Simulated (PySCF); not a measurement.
selenium dioxide (O$_{2}$Se), singlet, geometry from GFN2-xTB, with bond 1-2 at 1.5 times its length; HF/STO-3G in PySCF.

The PySCF input:
```python
from pyscf import gto, scf

mol = gto.M(
    atom='''
O    -1.970171    0.969565    0.059624
Se    0.014599   -0.288555   -0.024170
O     1.246535    0.676168    0.071032
''',
    basis='sto-3g',
    charge=0,
    spin=0,
    verbose=4,
)

mf = scf.RHF(mol)
mf.kernel()
mo_i, mo_e, stable_i, stable_e = mf.stability(internal=True, external=True, return_status=True, nroots=6, tol=1e-6)
print('internally stable:', stable_i, ' externally stable:', stable_e)
if not stable_e:
    umf = mf.to_uhf() if not hasattr(mf, 'xc') else mf.to_uks()
    umf.scf_summary = {}
    umf.kernel(umf.make_rdm1(mo_e, umf.mo_occ))
mf.analyze()
```

What the program printed (banner, timings and long lists left out):

```
PySCF version 2.14.0

[INPUT] verbose = 4
[INPUT] num. atoms = 3
[INPUT] num. electrons = 50
[INPUT] charge = 0
[INPUT] spin (= nelec alpha-beta = 2S) = 0
[INPUT] symmetry False subgroup None
[INPUT] Mole.unit = angstrom
[INPUT] Symbol           X                Y                Z      unit          X                Y                Z       unit  Magmom
[INPUT]  1 O     -1.970171000000   0.969565000000   0.059624000000 AA   -3.723083608560   1.832212309964   0.112673030451 Bohr   0.0
[INPUT]  2 Se     0.014599000000  -0.288555000000  -0.024170000000 AA    0.027588111693  -0.545289921874  -0.045674680431 Bohr   0.0
[INPUT]  3 O      1.246535000000   0.676168000000   0.071032000000 AA    2.355609754685   1.277772334195   0.134231026080 Bohr   0.0

nuclear repulsion = 163.515847373407
number of shells = 14
number of NR pGTOs = 84
number of NR cGTOs = 28
basis = sto-3g
ecp = {}

******** <class 'pyscf.scf.hf.RHF'> ********
method = RHF
initial guess = minao
damping factor = 0
level_shift factor = 0
DIIS = <class 'pyscf.scf.diis.CDIIS'>
diis_start_cycle = 1
diis_space = 8
diis_damp = 0
SCF conv_tol = 1e-09
SCF conv_tol_grad = None
SCF max_cycles = 50
direct_scf = True
direct_scf_tol = 1e-13
Set gradient conv threshold to 3.16228e-05
Initial guess from minao.
init E= -2517.31969775703
cycle= 1 E= -2520.60126784408  delta_E= -3.28  |g|= 0.663  |ddm|= 2.83
cycle= 2 E= -2519.71751922309  delta_E= 0.884  |g|= 1.24  |ddm|=  3.1
cycle= 3 E= -2520.73365409332  delta_E= -1.02  |g|= 0.583  |ddm|= 2.86
cycle= 4 E= -2520.80040921608  delta_E= -0.0668  |g|= 0.408  |ddm|= 0.292
cycle= 5 E= -2520.89352539739  delta_E= -0.0931  |g|= 0.234  |ddm|= 0.715
cycle= 6 E= -2520.93678148262  delta_E= -0.0433  |g|= 0.087  |ddm|= 0.563
cycle= 7 E= -2520.94512256957  delta_E= -0.00834  |g|= 0.0112  |ddm|= 0.375
cycle= 8 E= -2520.94521331256  delta_E= -9.07e-05  |g|= 0.00767  |ddm|= 0.0335
cycle= 9 E= -2520.94524086676  delta_E= -2.76e-05  |g|= 0.0025  |ddm|= 0.0146
cycle= 10 E= -2520.94525111741  delta_E= -1.03e-05  |g|= 0.000776  |ddm|= 0.0167
cycle= 11 E= -2520.94525181243  delta_E= -6.95e-07  |g|= 0.000411  |ddm|= 0.00232
cycle= 12 E= -2520.94525227023  delta_E= -4.58e-07  |g|= 0.000339  |ddm|= 0.00215
cycle= 13 E= -2520.94525309383  delta_E= -8.24e-07  |g|= 0.000208  |ddm|= 0.00552
cycle= 14 E= -2520.94525337153  delta_E= -2.78e-07  |g|= 3.55e-05  |ddm|= 0.00425
cycle= 15 E= -2520.94525337961  delta_E= -8.08e-09  |g|= 4.2e-06  |ddm|= 0.000858
cycle= 16 E= -2520.94525337964  delta_E= -2.46e-11  |g|= 1.85e-06  |ddm|= 1.93e-05
Extra cycle  E= -2520.94525337964  delta_E= -2.73e-12  |g|= 9.66e-07  |ddm|= 5.8e-06
converged SCF energy = -2520.94525337964
rhf_internal: lowest eigs of H = [0.03528303 0.18213222 0.19686136 0.63813139 0.89814367 0.92453678]
<class 'pyscf.scf.hf.RHF'> wavefunction is stable in the internal stability analysis
rhf_real2complex: lowest eigs of H = [-0.0482022  -0.04243156 -0.02579937  0.10334753  0.19696809  0.22282376]
<class 'pyscf.scf.hf.RHF'> wavefunction has an real -> complex instability
rhf_external: lowest eigs of H = [-0.15784378 -0.13260923 -0.13081294 -0.07517163  0.03260337  0.16320798]
<class 'pyscf.scf.hf.RHF'> wavefunction has an RHF/RKS -> UHF/UKS instability
internally stable: True  externally stable: False

******** <class 'pyscf.scf.uhf.UHF'> ********
method = UHF
initial guess = minao
damping factor = 0
level_shift factor = 0
DIIS = <class 'pyscf.scf.diis.CDIIS'>
diis_start_cycle = 1
diis_space = 8
diis_damp = 0
SCF conv_tol = 1e-09
SCF conv_tol_grad = None
SCF max_cycles = 50
direct_scf = True
direct_scf_tol = 1e-13
number electrons alpha = 25  beta = 25
Set gradient conv threshold to 3.16228e-05
init E= -2520.76470464962
cycle= 1 E= -2520.95508437839  delta_E= -0.19  |g|= 0.117  |ddm|= 0.955
cycle= 2 E= -2520.97187552104  delta_E= -0.0168  |g|= 0.0452  |ddm|= 0.251
cycle= 3 E= -2520.97615271968  delta_E= -0.00428  |g|= 0.0256  |ddm|= 0.109
cycle= 4 E= -2520.97774099666  delta_E= -0.00159  |g|= 0.00254  |ddm|= 0.117
cycle= 5 E= -2520.97775507302  delta_E= -1.41e-05  |g|= 0.000836  |ddm|= 0.00747
cycle= 6 E= -2520.97775667625  delta_E= -1.6e-06  |g|= 0.000567  |ddm|= 0.00194
cycle= 7 E= -2520.97775815372  delta_E= -1.48e-06  |g|= 0.000326  |ddm|= 0.0031
cycle= 8 E= -2520.9777580346  delta_E= 1.19e-07  |g|= 0.000311  |ddm|= 0.00029
cycle= 9 E= -2520.97775749781  delta_E= 5.37e-07  |g|= 0.000136  |ddm|= 0.00244
cycle= 10 E= -2520.97775748702  delta_E= 1.08e-08  |g|= 4.69e-05  |ddm|= 0.000937
cycle= 11 E= -2520.97775749396  delta_E= -6.93e-09  |g|= 2.2e-05  |ddm|= 0.00028
cycle= 12 E= -2520.97775749582  delta_E= -1.86e-09  |g|= 1.76e-05  |ddm|= 8.15e-05
cycle= 13 E= -2520.97775749772  delta_E= -1.91e-09  |g|= 1.47e-05  |ddm|= 9.21e-05
cycle= 14 E= -2520.97775750097  delta_E= -3.25e-09  |g|= 8.69e-06  |ddm|= 0.000221
cycle= 15 E= -2520.9777575023  delta_E= -1.33e-09  |g|= 3.3e-06  |ddm|= 0.000201
cycle= 16 E= -2520.9777575024  delta_E= -9.82e-11  |g|= 1.25e-06  |ddm|= 5.31e-05
Extra cycle  E= -2520.9777575024  delta_E= -1.82e-12  |g|= 9.25e-07  |ddm|= 2.69e-06
converged SCF energy = -2520.9777575024  <S^2> = 0.65670162  2S+1 = 1.9044176
**** SCF Summaries ****
Total Energy =                       -2520.945253379641599
Nuclear Repulsion Energy =             163.515847373406928
One-electron Energy =                -3854.521337048411169
Two-electron Energy =                 1170.060236295362529
Two-electron Coulomb Energy =         1273.230684077783508
DFT Exchange-Correlation Energy =     -103.170447782420979
**** MO energy ****
MO #1   energy= -455.715673612061  occ= 2
MO #2   energy= -58.8787737181768  occ= 2
MO #3   energy= -53.5934631066551  occ= 2
MO #4   energy= -53.5933559859708  occ= 2
MO #5   energy= -53.5912675730074  occ= 2
MO #6   energy= -20.3464823057105  occ= 2
MO #7   energy= -20.1626170813535  occ= 2
MO #8   energy= -8.33830316867903  occ= 2
MO #9   energy= -6.17923712797089  occ= 2
MO #10  energy= -6.17482600331645  occ= 2
MO #11  energy= -6.16424035086634  occ= 2
MO #12  energy= -1.80682122409171  occ= 2
MO #13  energy= -1.79878464856245  occ= 2
MO #14  energy= -1.78844500467606  occ= 2
MO #15  energy= -1.78490407617815  occ= 2
MO #16  energy= -1.78315158523132  occ= 2
MO #17  energy= -1.33622185897068  occ= 2
MO #18  energy= -1.05935635917423  occ= 2
MO #19  energy= -0.729614023621662 occ= 2
MO #20  energy= -0.543921614191657 occ= 2
MO #21  energy= -0.482179535787302 occ= 2
MO #22  energy= -0.425837956759702 occ= 2
MO #23  energy= -0.327516725755    occ= 2
MO #24  energy= -0.324696708430412 occ= 2
MO #25  energy= -0.270741670430068 occ= 2
MO #26  energy= 0.103018659370465  occ= 0
MO #27  energy= 0.330826675549331  occ= 0
MO #28  energy= 0.423922227922202  occ= 0
 ** Mulliken pop on meta-lowdin orthogonal AOs  **
 ** Mulliken pop  **
pop of  0 O 1s            2.00000
pop of  0 O 2s            1.99776
pop of  0 O 2px           0.65068
pop of  0 O 2py           1.52254
pop of  0 O 2pz           1.98817
pop of  1 Se 1s           2.00000
pop of  1 Se 2s           1.99999
pop of  1 Se 3s           1.99998
pop of  1 Se 4s           1.84101
pop of  1 Se 2px          2.00000
pop of  1 Se 2py          2.00000
pop of  1 Se 2pz          2.00000
pop of  1 Se 3px          1.99966
pop of  1 Se 3py          1.99979
pop of  1 Se 3pz          1.99972
pop of  1 Se 4px          1.23538
pop of  1 Se 4py          1.52182
pop of  1 Se 4pz          1.08813
pop of  1 Se 3dxy         1.99596
pop of  1 Se 3dyz         1.99980
pop of  1 Se 3dz^2        1.99857
pop of  1 Se 3dxz         1.99967
pop of  1 Se 3dx2-y2      1.99975
pop of  2 O 1s            1.99994
pop of  2 O 2s            1.85731
pop of  2 O 2px           1.61434
pop of  2 O 2py           1.75984
pop of  2 O 2pz           0.93019
 ** Mulliken atomic charges  **
charge of    0O =     -0.15914
charge of    1Se =      0.32077
charge of    2O =     -0.16163
Dipole moment(X, Y, Z, Debye):  1.09930, -1.02389, -0.07399
```
